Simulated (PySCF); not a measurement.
Correlation energy of B- (boron, charge -1)

[He] 2s2 2p2, high-spin 3P determinant. Computed with PySCF 2.14 in x2c-TZVPPall with one added diffuse shell each of s, p, d type (6s4p3d1f, 40 functions), with the spin-free X2C one-electron Hamiltonian (Gaussian nucleus). Frozen: nothing; 6 electrons correlated.

| level | correlation energy (mhartree) |
| --- | --- |
| CCSD | -97.33 |
| (T) | -3.60 |
| CCSD(T) | -100.93 |

Diagnostics: T1 = 0.017, D1 = 0.0360, largest double amplitude 0.096.

Cost of the coupled-cluster step: of the order of 0.8 core-seconds, for 6 correlated electrons.

This basis was not built for core-valence correlation, so the inner-shell part is incomplete.
